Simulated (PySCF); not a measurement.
PySCF 2.14 output of an unrestricted LDA calculation on a single atom or ion in dyall-av3z (15s9p3d2f, 71 functions), with the spin-free X2C one-electron Hamiltonian (Gaussian nucleus):

```
SCF conv_tol = 1e-09
number electrons alpha = 5  beta = 2
    P. A. M. Dirac.,  Math. Proc. Cambridge Philos. Soc. 26, 376 (1930)
    F. Bloch.,  Z. Phys. 57, 545 (1929)
    S. H. Vosko, L. Wilk, and M. Nusair.,  Can. J. Phys. 58, 1200 (1980)
cycle= 1 E= -53.7767177958654  delta_E= -0.0133  |g|= 0.0246  |ddm|= 0.104
cycle= 2 E= -53.7769296807591  delta_E= -0.000212  |g|= 0.003  |ddm|= 0.0154
cycle= 3 E= -53.7769374479483  delta_E= -7.77e-06  |g|= 0.00175  |ddm|= 0.00316
cycle= 4 E= -53.7769385921868  delta_E= -1.14e-06  |g|= 0.000956  |ddm|= 0.00132
cycle= 5 E= -53.7769390652576  delta_E= -4.73e-07  |g|= 1.2e-05  |ddm|= 0.000529
cycle= 6 E= -53.7769390653366  delta_E= -7.9e-11  |g|= 1.63e-06  |ddm|= 8.74e-06
converged SCF energy = -53.7769390653366  <S^2> = 3.7651709  2S+1 = 4.0075783
```

The run itself started from symmetry-adapted Hartree-Fock orbitals and held the occupation by maximum overlap, on a logarithmic radial grid, so the iterations belong to that start.

Which element, charge and spin multiplicity is this?

N (nitrogen, neutral), multiplicity 4; the state was [He] 2s1 2p4, high-spin 4P determinant (an excited configuration).
